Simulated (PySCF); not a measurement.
H3O4Si, SMILES [O][Si](O)(O)O, multiplicity 2.

The structure is a stationary point at B3LYP-D3(BJ)/def2-SVP. The isomer is the one that the SMILES or the coordinates give; other isomers of the formula were not compared. Other conformers were not sampled.

These are PBE/def2-TZVP (PySCF) values and carry that method's errors.

```yaml
total_energy: -592.00188 hartree
"α spin, highest occupied and lowest empty level": -7.47 and -0.68 eV
"β spin, highest occupied and lowest empty level": -7.06 and -6.19 eV
dipole_moment: 0.404 e·Å
quadrupole, principal values (traceless, Buckingham form, about the centre of nuclear charge): -8.90, 2.97, 5.93 D·Å
mean_static_polarisability: 41.9 bohr³ (6.21 Å³)
polarisability_principal_values: 38.6, 41.6, 45.4 bohr³
"⟨S²⟩": 0.753 (pure state 0.75)
```
